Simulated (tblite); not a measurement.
A structure optimised at GFN2-xTB (Å):
```
C 
O   1  1.4056
C   2  1.3316  1  117.62
O   3  1.3441  2  114.70  1   162.16
C   4  1.3533  3  106.94  2  -179.42
C   5  1.3562  4  110.66  3     0.42
C   3  1.3855  2  134.44  1   -16.19
C   7  1.5015  3  128.05  2    -4.55
O   8  1.3351  7  115.06  3   -32.31
H   1  1.0935  2  111.23  3   -67.93
H   1  1.1286  2  109.96  3    50.59
H   1  1.0868  2  106.49  3   170.85
H   5  1.0711  4  116.75  3  -179.20
H   6  1.0707  5  127.01  4  -179.78
H   8  1.1164  7  109.24  3    95.10
H   8  1.1088  7  107.40  3  -152.78
```
Z-matrix in Å and degrees, rows numbered from 1.

Doublet state.

Problem. Which heavy atoms are bonded, and with what formal order?

Solution. C1–O2 (single); O2–C3 (single); C3–O4 (aromatic); O4–C5 (aromatic); C5–C6 (aromatic); C6–C7 (aromatic); C7–C8 (single); C8–O9 (single); C3–C7 (aromatic). Hydrogens: H10, H11, H12 on C1; H13 on C5; H14 on C6; H15, H16 on C8.

Problem. Which species is it?

Solution. `COc1occc1C[O]`, C6H7O3.

Problem. Name the point group.

Solution. C1 (no symmetry element, even within 0.4 Å).

Problem. Which rings does it hold?

Solution. C3–O4–C5–C6–C7 (5 members, 0.00 Å rms from planarity).

Problem. Describe the place of each heavy atom.

Solution. C1: carbon bonded to O and 3 H; O2: oxygen bonded to 2 C; C3: carbon bonded to C and 2 O; O4: oxygen bonded to 2 C; C5: carbon bonded to C, O and H; C6: carbon bonded to 2 C and H; C7: carbon bonded to 3 C; C8: carbon bonded to C, O and 2 H; O9: oxygen bonded to C.

Problem. What is the arrangement about C5?

Solution. It has 3 neighbours (O4, C6, H13) and is planar (angles 132.6°, 116.8° and 110.7°, sum 360.0°, 0.00 Å off the plane of its three neighbours).

Problem. What is the arrangement about O2?

Solution. It has 2 neighbours (C1, C3) and is bent (angle 117.6°).

All values are computed, not measured.
